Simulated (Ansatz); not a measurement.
Program: Ansatz. Geometries: PBE0-D4/def2-TZVP. ΔE: electronic, gas phase. CCSD(T)/CBS adds triple-zeta CCSD(T) − MP2 to the extrapolated MP2 energy (def2 sets, frozen cores). Double bonds are as drawn, so ΔE can hold a change between cis and trans. DFT in def2-TZVPP. B3LYP here is the variant with VWN-RPA as its local correlation; programs differ in this. One conformer a species, not always the lowest.

Consider the formal exchange of groups at the Al–C bond: `F/[C]([AlH2])=C\[SiH3]` + `C=C[SiH3]` → `C=C[SiH2][AlH2]` + `F/C=C/[SiH3]`.

```tsv
level	ΔE (kJ/mol)	difference from CCSD(T)/CBS
PBE-D4	-6.8	-12.1
PBE0-D4	-7.2	-12.5
B3LYP-D4	7.1	1.8
r2SCAN	1.5	-3.8
PBE0	-8.0	-13.3
B3LYP	5.2	-0.1
HF/def2-TZVPP	7.7	2.4
MP2/def2-TZVPP	10.5	5.2
CCSD/def2-TZVPP	4.2	-1.1
CCSD/CBS(def2)	4.6	-0.7
CCSD(T)/CBS	5.3	0
```

Largest T1 diagnostic among the species: 0.013.
